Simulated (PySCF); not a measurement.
Heteronuclear NMR

Geometry:
```tsv
atom	x (Å)	y (Å)	z (Å)
C1	-1.604	1.052	0.851
C2	-0.766	0.306	-0.175
Si3	-1.047	-1.571	-0.490
C4	0.835	-1.445	-0.165
C5	0.688	0.025	0.272
C6	1.698	0.941	-0.373
F7	1.668	0.889	-1.717
F8	2.963	0.649	-0.018
F9	1.507	2.232	-0.047
H10	-2.620	1.180	0.487
H11	-1.644	0.501	1.789
H12	-1.184	2.038	1.049
H13	-0.758	0.882	-1.103
H14	-1.475	-1.966	-1.827
H15	-1.798	-2.240	0.571
H16	1.287	-2.078	0.595
H17	1.443	-1.533	-1.063
H18	0.800	0.143	1.352
```

Equivalent nuclei averaged, a single conformation, gas phase, no relativistic terms. Geometry: GFN2-xTB; σ from GIAO-PBE0/pcSseg-1; PySCF.

Q: Where does $^{19}$F resonate?

A: 
| atoms | environment | σ (ppm) | δ (ppm) |
| --- | --- | --- | --- |
| F7/F8/F9 | fluorine of a CF3 group | 263.5 | -77.1 |

Shieldings were converted by a linear fit to measured shifts: $^{19}$F (scatter 6.0 ppm rms, 7.0 ppm with the 5 outliers that the fit left out vs CFCl3, solution or neat liquid, with a term for F on sp3 carbon). A few per cent of atoms miss by over 2 rms, more outside the fitted compound classes.

On a 400 MHz spectrometer $^{19}$F resonates near 376.4 MHz, so 1 ppm is 376.4 Hz.

Q: What are the $^{29}$Si shifts?

A: 
```
atoms                                       environment  σ (ppm)  δ (ppm)
  Si3  silicon bonded to 2 C, 2 H, in a 4-membered ring    385.5    -36.9
```

Shieldings were converted by a linear fit to measured shifts: $^{29}$Si: δ = 279.94 − 0.822σ (rms 8.9 ppm, 72 shifts, 25.8 ppm with the 6 outliers that the fit left out vs TMS, solution or neat liquid). Occasional misses reach two or three times the rms, and more in compound classes unlike the fitted ones.

On a 600 MHz spectrometer $^{29}$Si resonates near 119.2 MHz, so 1 ppm is 119.2 Hz.
